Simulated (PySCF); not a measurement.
Structure problem from calculated spectra and properties.

Formula: C6H16Si.

- NMR, other nuclei: isotropic shieldings of nuclei other than C and H, by class: 337 (1 Si) ppm [GIAO B3LYP/pcSseg-1]
- 1H NMR: chemical shifts (computed TMS as zero) by class: 3.75 (1 H), 1.04 (9 H), 0.47 (6 H) ppm [GIAO B3LYP/pcSseg-1]
- Polarisability: 101.0 au [CAM-B3LYP/def2-SVPD]
- XPS: Si2p3/2 105.6, C1s 289.8 (×3), C1s 290.5 (×3), Si1s 1845.4 eV [ΔSCF SCAN, pcX-2 on the ionised atom, pcseg-1 elsewhere, spin-free X2C, 2p3/2 from a spin–orbit splitting computed afterwards within the 2p shell]
- Rotational structure: rotational constants A, B, C: 1.732, 1.726, 0.932 GHz [PBE0-D3(BJ)/def2-SVP]
- 13C NMR: chemical shifts (computed TMS as zero) by class: 10.6 (3 C), 6.5 (3 C) ppm [GIAO B3LYP/pcSseg-1]
- UV, first state: lowest singlet excitation: 7.72 eV (161 nm, f = 0.022 summed over 2 states within 0.01 eV) [TDDFT CAM-B3LYP/def2-SVPD]
- Dipole: 0.64 D [CAM-B3LYP/def2-SVPD]

Electronic properties: PySCF, gas phase, density fitting. Levels stand in brackets. Isolated species at its PBE0-D3(BJ)/def2-SVP geometry (one conformer only). NMR classes are plain means over equivalent atoms (diastereotopic ones count apart unless rotation or inversion swaps them), as if these changed places fast.

Question: Propose a structure and show how it fits.

Answer: 6 carbons fall into 2 classes; from least to most shielded: carbon bonded to C and 3 H (10.6 ppm, 3 C), carbon bonded to C, Si and 2 H (6.5 ppm, 3 C). Hydrogen classes from least to most shielded: 1 H on a silicon bonded to 3 C and H (3.75 ppm), 9 H on 3 like atoms (carbon bonded to C and 3 H) (1.04 ppm), 6 H on 3 like atoms (carbon bonded to C, Si and 2 H) (0.47 ppm, a mean of values up to 0.6 ppm apart in this geometry). The other shieldings belong to: 337 ppm, silicon bonded to 3 C and H. The core levels belong to: Si2p3/2 105.6 eV, silicon bonded to 3 C and H; C1s 289.8 eV, carbon bonded to C, Si and 2 H; C1s 290.5 eV, carbon bonded to C and 3 H; Si1s 1845.4 eV, silicon bonded to 3 C and H. The optimised geometry has point group C3 and is an oblate symmetric top (the spread among constants that symmetry makes equal is optimisation noise). Structure: `[H][Si](CC)(CC)CC` (SiHEt3). Computed isomers that give other values at the same levels: `[H][Si](C)(C)CCCC` (13C chemical shifts (computed TMS as zero) by class: 29.5 (1 C), 29.3 (1 C), 15.2 (1 C), 14.0 (1 C), -3.7 (2 C) ppm). The assignments are read from this structure; whether some other isomer fits the data as well wasn't checked.
